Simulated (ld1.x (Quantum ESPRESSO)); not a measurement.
# Before and after: TM potential for oxygen (O)

```json
{
 "Element": "O",
 "Generator": "ld1.x (Quantum ESPRESSO) 7.5",
 "Type": "norm-conserving Troullier–Martins (Kleinman–Bylander form)",
 "Functional": "PBE",
 "Relativity": "non-relativistic",
 "Frozen core": "[He]",
 "Valence charge": "6",
 "Reference configuration": "2s2 2p3 (charge +1)",
 "Partial waves": "2p (bound): rc 1.00 bohr; 3d channel at 0.5 Ry: rc 1.00 bohr; 2s (bound): rc 0.60 bohr",
 "Local potential": "the s channel",
 "Core correction": "Bessel-smoothed model core inside 0.40 bohr"
}
```

All-electron outer shells of the reference configuration (PBE, non-relativistic, ld1.x):

| shell | level (eV) | outermost node (bohr) | outermost maximum (bohr) |
| --- | --- | --- | --- |
| 2s | -39.61 | 0.28 | 0.86 |
| 2p | -24.46 | – | 0.79 |

Change: local potential all-electron potential smoothed inside 0.85 bohr (lloc = -2).

Cutoffs: the cutoffs (Ry, on a coarse ladder) from which the occupation-weighted sum of valence levels, in a spherical-Bessel basis at the reference potential, stays within 10 and 1 mRy of its value at 400 Ry; they do not see the model core or the augmentation charge, which bear on the density cutoff. Errors are all-electron minus pseudo energies relative to the spin-unpolarised reference configuration.

Task: What does the change do?

Result: The errors of the 7 common tests hardly move; neither file shows a bound ghost.

| quantity | base | changed |
| --- | --- | --- |
| cutoff, loose | 200 Ry | 200 Ry |
| cutoff, tight | over 300 Ry | over 300 Ry |
| bound ghosts | none | none |
| error for 2s2 2p4, meV [ΔE -16.44 eV] | +2.4 | +2.2 |
| error for 2s2 2p2, meV [ΔE 33.59 eV] | +14 | +14 |
| error for 2s2 2p1, meV [ΔE 87.47 eV] | +111 | +111 |
| error for 2s2 2p4.3, meV [ΔE -18.56 eV] | +2.8 | +2.5 |
| error for 2s2 2p3.5, meV [ΔE -10.15 eV] | +1.0 | +1.0 |
| error for 2s2 2p0, meV [ΔE 164.37 eV] | +441 | +443 |
| error for 2s1 2p5, meV [ΔE -1.54 eV] | +24 | +23 |
| s: phases at 1.09 bohr within 0.05 rad from the reference energy up to (Ry; the scan ends near 5) | to the end of the scan | to the end of the scan |
| p: phases at 1.09 bohr within 0.05 rad from the reference energy up to (Ry; the scan ends near 5) | to the end of the scan | to the end of the scan |
| d: phases at 1.09 bohr within 0.05 rad from the reference energy up to (Ry; the scan ends near 5) | to the end of the scan | to the end of the scan |
